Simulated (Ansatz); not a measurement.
Consider the redistribution: `C#C[SiH2]CCl` + `N[SiH2]C(=O)O` → `C#C[SiH2]C(=O)O` + `N[SiH2]CCl`.

Calculated with Ansatz (gas phase, PBE0-D4/def2-TZVP geometries, no zero-point term in ΔE). CCSD(T)/CBS adds triple-zeta CCSD(T) − MP2 to the extrapolated MP2 energy (def2 sets, frozen cores). Functionals use def2-TZVPP. B3LYP here is the variant with VWN-RPA as its local correlation; programs differ in this. One conformer a species, not always the lowest.

Question: Is it downhill or uphill in electronic energy at CCSD(T)/CBS, and by how much? (Estimate.)

Answer: Ansatz gave: Nearly level: ΔE = +2.4 kJ/mol.

Question: What do these levels give: PBE0-D4, B2PLYP, PBE, PBE0, B3LYP, HF/def2-TZVPP, MP2/def2-TZVPP, CCSD/def2-TZVPP, CCSD(T)/def2-TZVPP, HF/def2-QZVPP, SCS-MP2/def2-QZVPP, HF/CBS(def2)? (Best estimate.)

Answer: The calculation gave: PBE0-D4 1.8, B2PLYP 2.5, PBE 1.2, PBE0 1.9, B3LYP 2.2, HF/def2-TZVPP 3.2, MP2/def2-TZVPP 3.1, CCSD/def2-TZVPP 3.2, CCSD(T)/def2-TZVPP 2.9, HF/def2-QZVPP 3.1, SCS-MP2/def2-QZVPP 3.0, HF/CBS(def2) 3.1 kJ/mol.

Largest T1 diagnostic among the species: 0.016.
